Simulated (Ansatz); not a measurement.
Name a neutral molecule of B, Br and H with LUMO energy (PBE/def2-TZVPP) between -2.00 and -1.70 eV and HOMO energy (PBE/def2-TZVPP) between -7.10 and -6.80 eV (Ansatz, PBE0-D4/def2-TZVP geometry).

`[BH2-]1[Br+][BH2-][Br+]1` (-1.93 eV, -6.88 eV). Other molecules can fit too; these were computed, each in one conformer that needn't be the lowest.
